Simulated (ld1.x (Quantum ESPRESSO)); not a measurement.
An all-electron radial function and its pseudo partner (iridium)

Columns: radius, all-electron u(r) and pseudo u(r) of the 6s shell (level -9.76 eV) of iridium in the configuration [Kr] 4d10 4f14 5s2 5p6 5d7 6s1.5 6p0; revPBE, scalar-relativistic, TM scheme, ld1.x (Quantum ESPRESSO) 7.5.

| r (bohr) | all-electron | pseudo |
| --- | --- | --- |
| 0.118 | 0.1224 | -0.0112 |
| 0.235 | -0.0652 | -0.0231 |
| 0.353 | -0.2031 | -0.0365 |
| 0.470 | -0.0294 | -0.0521 |
| 0.588 | 0.1891 | -0.0711 |
| 0.705 | 0.3105 | -0.0943 |
| 0.822 | 0.3214 | -0.1229 |
| 0.940 | 0.2496 | -0.1582 |
| 1.058 | 0.1302 | -0.2008 |
| 1.175 | -0.0069 | -0.2505 |
| 1.292 | -0.1441 | -0.3070 |
| 1.410 | -0.2711 | -0.3692 |
| 1.528 | -0.3812 | -0.4337 |
| 1.645 | -0.4717 | -0.4962 |
| 1.763 | -0.5444 | -0.5537 |
| 1.880 | -0.5992 | -0.6020 |
| 1.998 | -0.6389 | -0.6394 |
| 2.115 | -0.6648 | -0.6649 |
| 2.232 | -0.6794 | -0.6794 |
| 2.350 | -0.6844 | -0.6844 |
| 2.468 | -0.6813 | -0.6813 |
| 2.585 | -0.6717 | -0.6717 |
| 2.702 | -0.6570 | -0.6570 |
| 2.820 | -0.6380 | -0.6380 |
| 2.938 | -0.6158 | -0.6158 |
| 3.055 | -0.5916 | -0.5916 |

Q: How many radial nodes do the two functions have?

A: The all-electron 6s function has n − l − 1 = 5 (the table is too coarse to show those close to the nucleus); the pseudo-wave has 0, since the states of the same l below it are removed with the core.

Q: At about which radius was the pseudo-wave matched?

A: 2.35 bohr. The columns agree to 0.0005 from 2.00 bohr on; several derivatives are matched, so the curves merge somewhat inside the radius.

Q: Is the pseudo-wave norm-conserving?

A: Yes: the TM scheme keeps the norm inside the radius equal to the all-electron one, which fixes the energy derivative of the logarithmic derivative at the level.
